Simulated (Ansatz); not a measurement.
`CB(O)S`, charge 0, multiplicity 1.

Give a relaxed structure at PBE0-D4/def2-TZVP (Ansatz 0.2.0). (An estimate is asked.)

Ansatz gave: 
```xyz
9

C     0.628   -0.101    0.911
B    -0.394    0.212   -0.232
O    -1.401    1.093    0.004
S    -0.296   -0.567   -1.884
H     0.593   -1.159    1.185
H     1.654    0.103    0.592
H     0.420    0.491    1.804
H    -1.997    1.239   -0.736
H     0.794   -1.310   -1.644
```
Point group Cs.
This is one stationary point; other conformers may exist.
